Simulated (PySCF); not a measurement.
# Löwdin shares of the frontier orbitals

Compound: C₅H₆F₂O₂S.
Numbering: `[O:1]=[S:2]1(=[O:3])[CH2:4][C@@H:5]([F:6])[CH2:7][CH:8]=[C:9]1[F:10]` (hydrogens: H11, H12 on C4; H13 on C5; H14, H15 on C7; H16 on C8)

Theory: PySCF 2.14.0, density-fitted response routines, TDDFT CAM-B3LYP/def2-SVPD, vertical, gas phase, core orbitals frozen in the response. Geometry: PBE0-D3(BJ)/def2-SVP, one conformer, isolated molecule.

Kohn–Sham orbitals with the atoms that hold most of them (Löwdin shares over 4%, at most four atoms; ? is withheld):

```tsv
orbital	ε (eV)	atoms
HOMO-3	-11.44	O3 36%, O1 24%, S2 12%, C9 5%
HOMO-2	-10.90	O1 45%, O3 32%, S2 7%, C4 4%
HOMO-1	-10.44	O3 28%, O1 24%, S2 13%, C4 12%
HOMO	-9.72	?
LUMO	-0.07	?
LUMO+1	0.83	C8 17%, S2 14%, C7 13%, H14 9%
LUMO+2	1.07	S2 30%, C9 10%, F10 10%, O1 8%
```

Q: Which atoms hold the HOMO, and with what shares?

A: C8 (bonded to 2 C and H) 28%; C9 (bonded to C, F and S) 26%; O3 (bonded to S) 12%; F10 (bonded to C) 11%. By element: carbon 54% or more, oxygen 12% or more, fluorine 11% or more.

Q: Which atoms hold the LUMO, and with what shares?

A: C8 (bonded to 2 C and H) 31%; C9 (bonded to C, F and S) 30%; F10 (bonded to C) 6%; C7 (bonded to 2 C and 2 H) 6%. By element: carbon 67% or more, fluorine 6% or more.

Q: How does S1 compare with the orbital gap of 9.66 eV?

A: S1 is at 6.75 eV (f = 0.216), 2.91 eV below the gap, made of HOMO→LUMO (80%), HOMO-1→LUMO (16%). 

Q: One configuration dominates each of S1, S2, S4 and S5. Which, and how do the shares of the two leading atoms of either orbital change from the occupied to the empty one?

A: 
- S1 (6.75 eV, f 0.216), HOMO→LUMO (80%): C8 28% → 31%, C9 26% → 30%
- S2 (6.81 eV, f 0.058), HOMO-1→LUMO (76%): O3 28% → at most 7%, O1 24% → at most 7%, C8 at most 13% → 31%, C9 at most 13% → 30%
- S4 (7.50 eV, f 0.0042), HOMO→LUMO+1 (81%): C8 28% → 17%, C9 26% → at most 9%, S2 at most 11% → 14%
- S5 (7.66 eV, f 0.0042), HOMO-2→LUMO (94%): O1 45% → at most 7%, O3 32% → at most 7%, C8 at most 5% → 31%, C9 at most 5% → 30%
